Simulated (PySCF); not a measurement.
CH$_{3}$O, charge +1, singlet, geometry from GFN2-xTB. Base run: MP2/6-31G* (PySCF).

Input for PySCF:
```python
from pyscf import gto, scf, mp

mol = gto.M(
    atom='''
C    -0.581525    0.192120    0.002293
O     0.547301   -0.275526    0.000691
H    -1.419429   -0.519911    0.035349
H    -0.820739    1.263826   -0.026630
H     1.350910    0.307572   -0.028009
''',
    basis='6-31g*',
    charge=1,
    spin=0,
    verbose=4,
)

mf = scf.RHF(mol)
mf.kernel()

pt = mp.MP2(mf, frozen=2)
pt.kernel()
print('E(MP2) = %.10f' % pt.e_tot)
mf.analyze()
```

Variants of this job, named by their change:

| change | basis functions | E (Eh) | MP2 correlation (Eh) | SCF-reference HOMO (eV) | SCF-reference HOMO-LUMO gap (eV) |
|---|---|---|---|---|---|
| base | 34 | -114.43712 | -0.28420 | -22.49 | 17.59 |
| basis = STO-3G | 13 | -112.81074 | -0.10896 | -21.67 | 18.33 |
| basis = 3-21G | 24 | -113.71566 | -0.20417 | -22.33 | 17.28 |
| basis = pcseg-0 | 24 | -114.00119 | -0.20632 | -22.50 | 17.19 |
| basis = def2-SV(P) | 34 | -114.34263 | -0.28850 | -22.59 | 17.53 |
| basis = 6-31+G* | 42 | -114.44029 | -0.28583 | -22.50 | 17.31 |
| basis = 6-31G** | 43 | -114.46243 | -0.29830 | -22.44 | 17.54 |
| basis = def2-SVP | 43 | -114.37715 | -0.30461 | -22.52 | 17.48 |
| basis = cc-pVDZ | 43 | -114.47560 | -0.30461 | -22.43 | 17.50 |
| basis = pcseg-1 | 43 | -114.43277 | -0.30528 | -22.55 | 17.43 |
| basis = 6-311G** | 54 | -114.51716 | -0.32474 | -22.46 | 17.46 |
| basis = 6-311++G** | 65 | -114.51919 | -0.32583 | -22.47 | 17.24 |
| basis = def2-TZVP | 80 | -114.58013 | -0.37068 | -22.45 | 17.35 |

Totals compare only among sets that treat the same electrons; sets with core potentials leave the core out.
